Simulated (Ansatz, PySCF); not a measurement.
diantimony (Sb2), SMILES [Sb]#[Sb]. Atoms are numbered in the order given.

```xyz
2

Sb     0.0000     0.0000    -1.2440
Sb     0.0000     0.0000     1.2440
```

Coordinates come from a B3LYP-D3(BJ)/def2-TZVP optimisation. The def2 effective core potentials stand for the cores of Sb; spin–orbit coupling is left out.

Two levels are set side by side: PBE-D3(BJ)/def2-TZVP (Ansatz, a quantum-chemistry and plane-wave program) and B3LYP-D3(BJ)/def2-TZVP (Ansatz). Each level has its own optimised geometry; the coordinates shown are those of the second. Frequencies come from the Hessian of PySCF at each geometry. Differences are taken from unrounded values.

| quantity | B3LYP-D3(BJ) | PBE-D3(BJ) | PBE-D3(BJ) minus B3LYP-D3(BJ) |
|---|---|---|---|
| bond Sb1–Sb2 (Å) | 2.488 | 2.502 | 0.014 |
| highest harmonic wavenumber (cm⁻¹) | 285 | 276 | -9 |
| mean harmonic wavenumber (cm⁻¹) | 285 | 276 | -9 |
| zero-point energy (kcal/mol) | 0.41 | 0.39 | -0.01 |
